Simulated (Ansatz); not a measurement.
C4H10Si2, SMILES C#C[SiH2][SiH2]CC.

Coordinates come from a B3LYP-D3(BJ)/def2-SVP optimisation. This is a generated structure with no PubChem entry under its InChIKey; it may be hypothetical. Other conformers were not sampled.

Two levels are set side by side: PBE/def2-SVPD (Ansatz, a quantum-chemistry and plane-wave program) and CAM-B3LYP/def2-SVPD (Ansatz). Energy differences of separate SCF runs at the same geometry; the states with an electron removed or added have multiplicity 2 and 2. Differences are taken from unrounded values.

```json
[
 {"quantity": "vertical ionisation energy (eV)", "PBE": "9.06"},
 {"quantity": "vertical singlet–triplet gap (eV)", "PBE": "4.87"}
]
```

Q: These are the PBE values. What does CAM-B3LYP give? (An estimate is asked for; the answer gives what the named calculation found.)

A: 
```tsv
quantity	CAM-B3LYP	PBE minus CAM-B3LYP
vertical ionisation energy (eV)	9.58	-0.52
vertical singlet–triplet gap (eV)	5.11	-0.23
```
